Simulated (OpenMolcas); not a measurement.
## Levels of Co III by method

```yaml
Program: OpenMolcas 26.06
Basis: ANO-RCC-VDZ [5s4p2d]
Scalar_Hamiltonian: DKH2, point nucleus
Active_space: 7 electrons in 5 orbitals (3d)
State_averaging: 2S+1 = 4 even, 10 roots; 2S+1 = 2 even, 40 roots
Spin-orbit_coupling: RASSI with atomic mean-field integrals over the reference wave functions, term energies averaged over their components
```

Methods on the same reference wave functions:
A. CASSCF
B. SS-CASPT2, IPEA 0.25 Eh, imaginary shift 0.1 Eh (closed shells correlated: 3s 3p)
C. MS-CASPT2, IPEA 0.25 Eh, imaginary shift 0.1 Eh (closed shells correlated: 3s 3p)

Energies in cm⁻¹ above 3d⁷ ⁴F_9/2, the measured ground level; measured values from Sugar and Corliss, J. Phys. Chem. Ref. Data 10, 1097 (1981).

```
        Level      A      B      C  Measured
   3d⁷ ⁴F_9/2    0.0    0.0    0.0       0.0
   3d⁷ ⁴F_7/2    856    858    858       841
   3d⁷ ⁴F_5/2   1488   1485   1485      1451
   3d⁷ ⁴F_3/2   1922   1914   1913      1867
   3d⁷ ²G_9/2  19032  17580  17590     16978
   3d⁷ ⁴P_5/2  19092  16450  16440     15202
   3d⁷ ⁴P_3/2  19385  16760  16550     15428
   3d⁷ ⁴P_1/2  19783  17150  17070     15811
   3d⁷ ²G_7/2  19846  18390  18390     17766
  3d⁷ ²H_11/2  25305  24230  25230     22720
   3d⁷ ²P_1/2  26021  23880  20300          
   3d⁷ ²H_9/2  26023  24940  25930     23434
3d⁷ ²D_5/2(1)  27398  22470  22360     23059
   3d⁷ ²F_5/2  43803  39590  39590     37021
   3d⁷ ²F_7/2  44159  39950  39950     37316
3d⁷ ²D_3/2(2)  68333  59580  59610          
3d⁷ ²D_5/2(2)  68744  60000  60120
```

Deviations, from unrounded energies. A percentage is the sum of absolute deviations over the sum of measured energies, with the sign that they share, or ± where signs differ.

```tsv
Against measurement	Levels	A	B	C
mean absolute deviation (cm-1)	13	3000	1100	1200
fine structure of the ground term (%)	3	+2.6	+2.4	+2.3
other terms of the ground configuration (%)	10	+17.4	±6.2	±7.0
```

B lies closest to measurement on these levels and A furthest from it. The largest miss of B in the table is 3d⁷ ²F_7/2, by +2600 cm-1. The ranking rests on the paired levels alone, and a cruder setting can come out closer through cancelling errors.

Between B and C the level of the table that moves most is 3d⁷ ²P_1/2, by 3600 cm-1 (lowest in C, highest in B). Moves below CASPT2's spread within the term are not significant.

The mean deviations of B to C differ by less than CASPT2's widest spread within a term (2500 cm-1), so their order carries little weight.

From A to B the spin-free energies of the other terms of 3d⁷ shown, above ⁴F, scale by factors of 0.82 to 0.96, as is usual when dynamic correlation screens the repulsion within a d or f shell.

The lowest spin-free term lies below A's lowest term by 0.220 hartree in B, 0.220 hartree in C.

Term energies are means over components that CASPT2 splits; among the terms shown or strongly mixed into the levels shown the widest spread is 2500 cm-1 (3d⁷ ²H, B). Without dynamic correlation excited terms often stand tens of per cent too high (terms of higher spin than the ground term too low), and those without a measured partner can miss by more than the paired ones (holds for A). The CASPT2 spread within a term exceeds the gap to the next term for 3d⁷ ²D(1) and 3d⁷ ²P, 3d⁷ ²P and 3d⁷ ²H, so the order of their levels is uncertain, and so are names and mixing where such terms share a J (holds for B). Measured partners are found by configuration, term and J. A level has none where our copy of the source lacks it or the pairing is in doubt (some pairs that miss far off the trend of their configuration count as doubtful), and it then counts in no deviation. Only configurations of the active space appear. Levels that lie high or do not pair safely by name in every column are left out.

A number in round brackets counts repeated terms of one configuration in the order of the reference energies.
